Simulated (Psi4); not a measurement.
H2O2, charge +1, doublet (typed; the unrestricted solution is spin-contaminated), at a GFN2-xTB geometry (a state made from the parent by changing its charge; the spin is typed, not shown lowest), with bond 4-2 at 2.0 times its length; HF/6-31G (Psi4).

Input for Psi4:
```
memory 2 GB

molecule mol {
1 2
  O     0.000290    0.645224   -0.012142
  O    -0.000290   -0.645224    0.012142
  H     0.943111    0.994035   -0.033962
  H    -1.885931   -1.342847    0.055783
}

set basis 6-31g
set reference uhf
set df_basis_scf cc-pvtz-jkfit

energy('scf')
print_variables()
```

What the program printed (banner, timings and long lists left out):

```
   => Loading Basis Set <=

    Name: 6-31G
    Role: ORBITAL
    Keyword: BASIS

         ---------------------------------------------------------
                                   SCF
               by Justin Turney, Rob Parrish, Andy Simmonett
                          and Daniel G. A. Smith
                              UHF Reference
         ---------------------------------------------------------

  ==> Geometry <==

    Molecular point group: c1
    Full point group: C1

    Geometry (in Angstrom), charge = 1, multiplicity = 2:

       Center              X                  Y                   Z               Mass
    ------------   -----------------  -----------------  -----------------  -----------------
         O            0.028232485045     0.655561788861    -0.012788711956    15.994914619570
         O            0.027652485045    -0.634886211139     0.011495288044    15.994914619570
         H            0.971053485045     1.004372788861    -0.034608711956     1.007825032230
         H           -1.857988514955    -1.332509211139     0.055136288044     1.007825032230

  Running in c1 symmetry.

  Rotational constants: A =      4.83128  B =      0.98574  C =      0.81870 [cm^-1]
  Rotational constants: A = 144838.25623  B =  29551.66783  C =  24543.91823 [MHz]
  Nuclear repulsion =   36.481415344195305

  Charge       = 1
  Multiplicity = 2
  Electrons    = 17
  Nalpha       = 9
  Nbeta        = 8

  ==> Algorithm <==

  SCF Algorithm Type is DF.
  DIIS enabled.
  MOM disabled.
  Fractional occupation disabled.
  Guess Type is SAD.
  Energy threshold   = 1.00e-06
  Density threshold  = 1.00e-06
  Integral threshold = 1.00e-12

  ==> Primary Basis <==

  Basis Set: 6-31G
    Blend: 6-31G
    Number of shells: 14
    Number of basis functions: 22
    Number of Cartesian functions: 22
    Spherical Harmonics?: false
    Max angular momentum: 1

   => Loading Basis Set <=

    Name: CC-PVTZ-JKFIT
    Role: JKFIT
    Keyword: DF_BASIS_SCF

  ==> Integral Setup <==

  SCF_SUBTYPE=INCORE selected. In-core MEM_DF algorithm will be used.
  Using in-core AOs.

  ==> MemDFJK: Density-Fitted J/K Matrices <==

    J tasked:                   Yes
    K tasked:                   Yes
    wK tasked:                   No
    Algorithm:                 Core
    Schwarz Cutoff:           1E-12
    Mask sparsity (%):       0.0000
    Fitting Condition:        1E-10

   => Auxiliary Basis Set <=

  Basis Set: CC-PVTZ-JKFIT
    Blend: CC-PVTZ-JKFIT
    Number of shells: 70
    Number of basis functions: 262
    Number of Cartesian functions: 262
    Spherical Harmonics?: false
    Max angular momentum: 4

  Minimum eigenvalue in the overlap matrix is 2.8820517750E-02.
  Reciprocal condition number of the overlap matrix is 8.7134016720E-03.
    Using symmetric orthogonalization.

  ==> Pre-Iterations <==

  SCF Guess: Superposition of Atomic Densities via on-the-fly atomic UHF (no occupation information).

   -------------------------
    Irrep   Nso     Nmo
   -------------------------
     A         22      22
   -------------------------
    Total      22      22
   -------------------------

  ==> Iterations <==

                           Total Energy        Delta E     RMS |[F,P]|

   @DF-UHF iter SAD:  -149.80508741057741   -1.49805e+02   0.00000e+00
   @DF-UHF iter   1:  -150.14205032545678   -3.36963e-01   1.04036e-02 DIIS/ADIIS
   @DF-UHF iter   2:  -150.17544949003818   -3.33992e-02   4.66588e-03 DIIS/ADIIS
   @DF-UHF iter   3:  -150.18022762023804   -4.77813e-03   2.58536e-03 DIIS/ADIIS
   @DF-UHF iter   4:  -150.18286148328545   -2.63386e-03   1.26853e-03 DIIS/ADIIS
   @DF-UHF iter   5:  -150.18422134881646   -1.35987e-03   1.00048e-03 DIIS/ADIIS
   @DF-UHF iter   6:  -150.18581551571131   -1.59417e-03   1.03941e-03 DIIS/ADIIS
   @DF-UHF iter   7:  -150.18448305984103    1.33246e-03   1.00002e-03 DIIS/ADIIS
   @DF-UHF iter   8:  -150.18115374062407    3.32932e-03   9.63608e-04 DIIS/ADIIS
   @DF-UHF iter   9:  -150.18174894796135   -5.95207e-04   7.52970e-04 DIIS/ADIIS
   @DF-UHF iter  10:  -150.18195908688506   -2.10139e-04   3.76237e-04 DIIS/ADIIS
   @DF-UHF iter  11:  -150.18185543484151    1.03652e-04   6.25267e-04 DIIS/ADIIS
   @DF-UHF iter  12:  -150.18195429939314   -9.88646e-05   2.99375e-04 DIIS/ADIIS
   @DF-UHF iter  13:  -150.18196111643533   -6.81704e-06   8.62534e-05 DIIS
   @DF-UHF iter  14:  -150.18195573648924    5.37995e-06   1.67750e-04 DIIS/ADIIS
   @DF-UHF iter  15:  -150.18195687112333   -1.13463e-06   9.10979e-05 DIIS
   @DF-UHF iter  16:  -150.18195825843858   -1.38732e-06   5.12239e-05 DIIS
   @DF-UHF iter  17:  -150.18195885164292   -5.93204e-07   6.41812e-06 DIIS
   @DF-UHF iter  18:  -150.18195885922216   -7.57925e-09   1.22108e-06 DIIS
   @DF-UHF iter  19:  -150.18195885818670    1.03546e-09   3.68910e-07 DIIS
  Energy and wave function converged.

  ==> Post-Iterations <==

   @Spin Contamination Metric:   1.044348912E-01
   @S^2 Expected:                7.500000000E-01
   @S^2 Observed:                8.544348912E-01
   @S   Expected:                5.000000000E-01
   @S   Observed:                5.000000000E-01

    Orbital Energies [Eh]
    ---------------------

    Alpha Occupied:

[...]
    Alpha Virtual:

[...]
      22A      1.533489

    Beta Occupied:

[...]
    Beta Virtual:

[...]
    Final Occupation by Irrep:
              A
    DOCC [     8 ]
    SOCC [     1 ]
    NA   [     9 ]
    NB   [     8 ]

  @DF-UHF Final Energy:  -150.18195885818670

   => Energetics <=

    Nuclear Repulsion Energy =             36.4814153441953053
    One-Electron Energy =                -274.5425856697505651
    Two-Electron Energy =                  87.8792114673685489
    Total Energy =                       -150.1819588581867038

  UHF NO Occupations:
  HONO-2 :    7  A 1.9965065
  HONO-1 :    8  A 1.9509365
  HONO-0 :    9  A 1.0000000
  LUNO+0 :   10  A 0.0490635
  LUNO+1 :   11  A 0.0034935
  LUNO+2 :   12  A 0.0005760
  LUNO+3 :   13  A 0.0001786

Computation Completed

Properties will be evaluated at   0.000000,   0.000000,   0.000000 [a0]

Properties computed using the SCF density matrix

 Multipole Moments:

 ------------------------------------------------------------------------------------
     Multipole            Electronic (a.u.)      Nuclear  (a.u.)        Total (a.u.)
 ------------------------------------------------------------------------------------

 L = 1.  Multiply by 2.5417464519 to convert [e a0] to [Debye]
 Dipole X            :         -0.5978390           -0.8312060           -1.4290450
 Dipole Y            :         -0.7972303           -0.3075185           -1.1047489
 Dipole Z            :          0.0246724            0.0192378            0.0439102
 Magnitude           :                                                    1.8068115

 ------------------------------------------------------------------------------------

  Variable Map:
  ----------------------------------------------------------------------------
[...]
  Array Variable Map:
  ----------------------------------------------------------------------------
[...]
[...]
```
